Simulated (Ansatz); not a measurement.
The pair A = H2S (SMILES S) (first 3 atoms), B = H2 (SMILES [H][H]); geometry from B3LYP-D3(BJ)/def2-TZVP.
(charge 0, multiplicity 1):
```csv
atom,x (Å),y (Å),z (Å)
S,0.4991,-0.6680,0.1584
H,-0.8080,-0.9414,0.2976
H,0.2840,0.6572,0.1677
H,0.1559,-0.1741,3.2753
H,-0.0537,0.0274,3.9616
```

Correlated levels freeze the cores. MP2 and its Hartree–Fock in aug-cc-pV(Q+d)Z are density fitted.

Programs: Ansatz (an electronic-structure program). 

The counterpoise-corrected interaction energy is E(AB) − E(A in the pair's basis) − E(B in the pair's basis). Total energies (hartree):

```tsv
level	AB	A in the pair's basis	B in the pair's basis
HF/aug-cc-pV(T+d)Z	-399.8483965	-398.7158750	-1.1329791
CCSD(T)/aug-cc-pV(T+d)Z	-400.1169639	-398.9438301	-1.1726498
HF/aug-cc-pV(Q+d)Z	-399.8521845	-398.7192269	-1.1334165
CCSD(T)/aug-cc-pV(Q+d)Z	-400.1334447	-398.9590485	-1.1738655
```

Work out the counterpoise-corrected interaction energy at the basis-set limit: extrapolate the CCSD(T) correlation part as X⁻³, take Hartree–Fock from the larger set.


1. Differences (1 hartree = 627.509 kcal/mol): HF/aug-cc-pV(T+d)Z 0.287; CCSD(T)/aug-cc-pV(T+d)Z -0.304; HF/aug-cc-pV(Q+d)Z 0.288; CCSD(T)/aug-cc-pV(Q+d)Z -0.333.
2. Correlation parts, CCSD(T) less HF: -0.591 in aug-cc-pV(T+d)Z (X = 3), -0.621 in aug-cc-pV(Q+d)Z (X = 4).
3. Limit (4³·(-0.621) − 3³·(-0.591))/(4³ − 3³) = -0.643; with HF/aug-cc-pV(Q+d)Z it gives -0.355.
Result: -0.36 kcal/mol, against -0.30 at CCSD(T)/aug-cc-pV(T+d)Z. It is an estimate of this method's limit, not of the exact value.
